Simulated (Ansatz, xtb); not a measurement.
# Relative energy of two isomers of BrH8NSi3

Structure X is `N[Si@@H](Br)[SiH2][SiH3]`, a singlet and structure Y is `N[Si@@H]([SiH3])[SiH2]Br`, a singlet. Both are isolated molecules in the gas phase, relaxed with r2SCAN-D4/def2-SVP, each in the lowest conformer that the search found.

Quicker runs give these differences E(Y) − E(X): GFN2-xTB −7.2 kJ/mol; HF/STO-3G +22.8 kJ/mol (at GFN2-xTB geometries); r2SCAN-D4/def2-SVP//GFN2-xTB +30.5 kJ/mol.

**Question.** Which of the two would you expect CCSD(T)/def2-SVP + ΔMP2/def2-TZVPP electronic energies to favour?

**Answer.** Structure X; the calculation gives E(Y) − E(X) = +25.2 kJ/mol.

Level by level:

```
                             level            geometry  E(Y) − E(X) (kJ/mol)  departure from the last row (kJ/mol)  job, with rough time for the two
                          GFN2-xTB            GFN2-xTB                    −7.2                                 −32.4               optimisation, 4.2 s
                         HF/STO-3G            GFN2-xTB                   +22.8                                  −2.4                 single point, 6 s
      r2SCAN-D4/def2-SVP//GFN2-xTB            GFN2-xTB                   +30.5                                  +5.3                single point, 21 s
                r2SCAN-D4/def2-SVP  r2SCAN-D4/def2-SVP                   +30.4                                  +5.2             optimisation, 5.8 min
                       HF/def2-SVP  r2SCAN-D4/def2-SVP                   +25.2                                   0.0           part of the CCSD(T) run
                      MP2/def2-SVP  r2SCAN-D4/def2-SVP                   +29.7                                  +4.5           part of the CCSD(T) run
                  CCSD(T)/def2-SVP  r2SCAN-D4/def2-SVP                   +28.5                                  +3.3                      single point
CCSD(T)/def2-SVP + ΔMP2/def2-TZVPP  r2SCAN-D4/def2-SVP                   +25.2                                                   single point, 3.8 min
```

As drawn, both hold the same kinds of bond in the same numbers.

GFN2-xTB puts the two in the other order. The largest departure from CCSD(T)/def2-SVP + ΔMP2/def2-TZVPP is that of GFN2-xTB, 32.4 kJ/mol. The last row adds to CCSD(T) the change of the MP2 difference between the two basis sets, here −3.3 kJ/mol.

With thermal terms from frequencies at re-optimised GFN2-xTB minima (ideal gas, soft modes damped towards free rotors, one conformer each, 298.15 K, 1 atm): on the last row, ΔE + ΔZPE = +26.6, ΔH = +25.7, ΔG = +28.4 kJ/mol.

The correlated steps freeze 25 core orbitals; the filled d shell of Br is correlated, in a basis made for valence electrons. Programs: Ansatz 0.2.0, xtb 6.7.1; the last row on 2 threads of Intel(R) Xeon(R) Processor @ 2.50GHz (Skylake/Cascade Lake) on a shared host.
